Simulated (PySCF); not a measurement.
Mg(H)(iPr) (C3H8Mg), SMILES C[CH](C)[MgH]. Atoms are numbered in the order given.

```xyz
12

Mg     1.7032     0.0238     0.0000
H      3.3830     0.3582     0.0000
C     -0.3886    -0.3858     0.0000
C     -1.0997     0.1281     1.2597
C     -1.0997     0.1281    -1.2597
H     -0.4829    -1.4926     0.0000
H     -2.1799    -0.1270     1.2573
H     -1.0470     1.2292     1.3476
H     -0.6784    -0.2890     2.1913
H     -0.6784    -0.2890    -2.1913
H     -2.1799    -0.1270    -1.2573
H     -1.0470     1.2292    -1.3476
```

Geometry optimised at r2SCAN-D4/def2-SVP. The structure was generated by enumeration; whether it is a known compound was not checked.

All values below come from CAM-B3LYP/def2-TZVP (PySCF).

Isolated molecule, no solvent.

```yaml
total_energy: -319.14101 hartree
point_group: Cs
highest_occupied_level: -7.40 eV
lowest_empty_level: 0.38 eV
orbital_gap: 7.78 eV
dipole_moment: 0.44 D
quadrupole, principal values (traceless, Buckingham form, about the centre of nuclear charge): -13.51, 5.95, 7.56 D·Å
mean_static_polarisability: 68.7 bohr³ (10.18 Å³)
polarisability_principal_values: 58.2, 65.3, 82.5 bohr³
```
